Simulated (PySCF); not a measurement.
Static response to an electric field

Species: C3H7Cl2NSi2.
Geometry (GFN2-xTB, Å), atoms numbered from 1 in this order:
```xyz
15
C3H7Cl2NSi2 angstrom
N      2.2432    1.2453   -2.1315
C      2.0692    1.1693   -1.0015
Si     1.7485    0.9694    0.8294
Si     0.2328   -0.7695    1.0808
C     -0.7790   -1.0428   -0.5272
C     -1.9278   -0.0816   -0.6250
Cl    -1.3611    1.5991   -0.4477
Cl    -2.7841   -0.2275   -2.1901
H      1.3265    2.2954    1.2847
H      3.0791    0.6816    1.3818
H     -0.7374   -0.5499    2.1614
H      0.8774   -2.0624    1.3520
H     -1.1840   -2.0545   -0.5666
H     -0.1327   -0.9223   -1.3981
H     -2.6749   -0.2416    0.1538
```

Level: CAM-B3LYP/def2-SVPD (PySCF), static field, nuclei fixed, core orbitals frozen in the response. The polarisability tensor in these axes (au):

```
x   124.03   8.90  12.49
y     8.90 111.44  -2.33
z    12.49  -2.33 123.35
```

Task: Diagonalise the tensor; give its mean and Δα, where Δα² is half the sum of the squared differences of the eigenvalues.

Result: Principal values 103.10, 118.57 and 137.15 au; mean 119.61 au = 17.72 Å³ = 19.72 × 10⁻⁴⁰ C²·m²/J; Δα = 29.53 au (25 % of the mean).

Task: What is the dipole moment, and where does it point?

Result: (-0.76, -1.96, 4.44) D, 4.91 D in size, pointing from the negative to the positive side. Measured along this direction, the outermost atoms are N1 at the negative end and H11 at the positive end.

Task: Traceless (Buckingham) quadrupole moment about the centre of nuclear charge: eigenvalues?

Result: -12.21, 3.55, 8.66 D·Å. The values depend on the origin, since the dipole doesn't vanish. The electronic extent ⟨r²⟩ about the same centre is 2136 bohr², a root-mean-square distance of 2.52 Å for the 94 electrons.

Task: In TDDFT the mean static polarisability is Σ f/ω² over all singlet excitations (ω in hartree). How much of it do the 8 lowest give? Their energies (eV) and oscillator strengths: 6.90, 0.0175; 6.99, 0.0037; 7.07, 0.0027; 7.14, 0.0235; 7.30, 0.0054; 7.33, 0.0142; 7.49, 0.0264; 7.53, 0.0477.

Result: They add up to 1.95 au, 1.6 % of the 119.61 au; the largest single term is 0.62 au, from the state at 7.53 eV. Terms in order: 0.27, 0.06, 0.04, 0.34, 0.07, 0.20, 0.35, 0.62 au. Higher excitations give the rest. The strengths listed sum to 0.141.

Task: Orientational against electronic polarisability at 250 K (dilute gas, rigid molecules)?

Result: In Gaussian units μ²/3kT = 232.90 Å³ against 17.72 Å³, a ratio of 13.14; the Debye molar polarisation (4π/3)N_A(α + μ²/3kT) is 632.2 cm³/mol, leaving out the vibrational part.

Geometry: GFN2-xTB, one conformer, isolated molecule.

These values come from a run that also computed excited states. On AMD EPYC 9R45, one thread, on a shared host, this took 46 s of wall time (with the writing of density and orbital grids) and 1.1 GiB of memory at its peak.
